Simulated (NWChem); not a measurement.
Program: NWChem. System: C3H5, charge 0, spin multiplicity 2, at a geometry optimised with UPBE/def2-SVP. The structure started from a generated list of species. Its SCF solution wasn't tested for a lower state. Level: G0W0@UPBE/def2-TZVP, RI basis def2-tzvp-rifit.

Job file:

```
start mol
memory heap 200 mb stack 700 mb global 1700 mb
geometry units angstroms nocenter noautoz
  C      0.048521    -1.359995     0.000000
  C      0.379083    -0.080186     0.000000
  C     -0.207067     1.263303     0.000000
  H      0.801998    -2.168094     0.000000
  H     -1.015179    -1.687884     0.000000
  H     -1.324408     1.225874     0.000000
  H      0.107186     1.845686     0.892659
  H      0.107186     1.845686    -0.892659
  symmetry group Cs
end
basis spherical
  * library def2-tzvp
end
basis "ri basis" bse spherical
  * library def2-tzvp-rifit
end
dft
  xc xpbe96 cpbe96
  odft
  mult 2
  iterations 100
  direct
  tolerances tight
end
task dft energy
gw
  states alpha occ 4 vir 2
  states beta occ 4 vir 2
end
task dft gw
```

NWChem printed:

```
             Northwest Computational Chemistry Package (NWChem) 7.3.0
             --------------------------------------------------------

                                NWChem Input Module
                                -------------------

 Scaling coordinates for geometry "geometry" by  1.889725989
 (inverse scale =  0.529177249)

 Turning off AUTOSYM since
 SYMMETRY directive was detected!

                             Geometry "geometry" -> ""
                             -------------------------

 Output coordinates in angstroms (scale by  1.889725989 to convert to a.u.)

  No.       Tag          Charge          X              Y              Z
 ---- ---------------- ---------- -------------- -------------- --------------
    1 C                    6.0000     0.04852100    -1.35999500     0.00000000
    2 C                    6.0000     0.37908300    -0.08018600     0.00000000
    3 C                    6.0000    -0.20706700     1.26330300     0.00000000
    4 H                    1.0000     0.80199800    -2.16809400     0.00000000
    5 H                    1.0000    -1.01517900    -1.68788400     0.00000000
    6 H                    1.0000    -1.32440800     1.22587400     0.00000000
    7 H                    1.0000     0.10718600     1.84568600     0.89265900
    8 H                    1.0000     0.10718600     1.84568600    -0.89265900

 Effective nuclear repulsion energy (a.u.)      63.2751972262

            Nuclear Dipole moment (a.u.)
            ----------------------------
        X                 Y               Z
 ---------------- ---------------- ----------------
     0.0000094486    -0.0000000000     0.0000000000

      Symmetry information
      --------------------

 Group name             Cs
 Group number              2
 Group order               2
 No. of unique centers     7

      Symmetry unique atoms

     1    2    3    4    5    6    7


 Summary of "ao basis" -> "" (spherical)
 ------------------------------------------------------------------------------
       Tag                 Description            Shells   Functions and Types
[...]
     1   0 0 1     -0.000000      0.000000     -0.000000      0.000000

     2   2 0 0    -14.737120    -17.671919    -13.436507     16.371306
     2   1 1 0     -0.079382      6.114173      5.951776    -12.145331
     2   1 0 1     -0.000000      0.000000     -0.000000      0.000000
     2   0 2 0    -12.922851    -72.993208    -70.549065    130.619422
     2   0 1 1      0.000000     -0.000000      0.000000      0.000000
     2   0 0 2    -15.687720    -11.049718    -10.329136      5.691134

 Task  times  cpu:       23.2s     wall:       23.2s

                                NWChem Input Module
                                -------------------

                                 NWChem GW Module
                                 ----------------

                             ***********************
                             ***        GW       ***
                             ***********************

 Summary of "ri basis" -> "ri basis" (spherical)
 ------------------------------------------------------------------------------
       Tag                 Description            Shells   Functions and Types
 ---------------- ------------------------------  ------  ---------------------
 C                      def2-tzvp-rifit             22       76   8s6p4d3f1g
 H                      def2-tzvp-rifit              7       15   4s2p1d

                 Memory Information
                 ------------------
          Available GA per process is          1699.8 MBs
          Available stack per process is        700.0 MBs
          Available heap per process is           0.0 MBs

          Peak memory in Initialization
              Peak GA per process is                  8.6 MBs
              Peak stack per process is               0.2 MBs
              Peak heap per process is                8.7 MBs
              Memory not in MA per process            0.0 MBs

          Peak memory in AFF Calculation
              Peak GA per process is                 63.7 MBs
              Peak stack per process is              50.2 MBs
              Peak heap per process is                0.0 MBs
              Memory not in MA per process           50.2 MBs

          Computing 2-center integrals
          Computing Inverse Cholesky factor
          Computing 3-center integrals
          Computing V_xc ...

          Computing Sigma_x
          Computing RPA polarizability
          Solving quasiparticle equations

                  Alpha Orbitals
          State     Energy (eV)     Error (eV)
          -----------------------------------
@GW         9        -13.784           0.002
@GW        10        -13.161           0.003
@GW        11         -9.699           0.004
@GW        12         -7.903           0.002
@GW        13          2.417           0.002
@GW        14          3.039           0.005

                   Beta Orbitals
          State     Energy (eV)     Error (eV)
          -----------------------------------
@GW         8        -13.769           0.002
@GW         9        -13.702           0.002
@GW        10        -12.944           0.002
@GW        11         -9.405           0.002
@GW        12         -0.010           0.002
@GW        13          2.809           0.003

   Applying  -3.0839 eV scissor-shift to rest of particle states

   Applying   3.0741 eV scissor-shift to rest of hole states

   Applying  -3.1835 eV scissor-shift to rest of particle states

   Applying   2.6418 eV scissor-shift to rest of hole states

     GW Timing Statistics
   ------------------------
   Init.   :          0.1s
     ERIs  :          1.5s
     Distr.:          0.0s
     Vxc   :          0.8s
   Sigma_x :          0.0s
   RPA     :          5.6s
   Wmn     :          0.1s
   Sigma_c :          0.1s
   GW total:          8.2s

 Task  times  cpu:        8.2s     wall:        8.2s

 Total times  cpu:       31.5s     wall:       31.5s
```
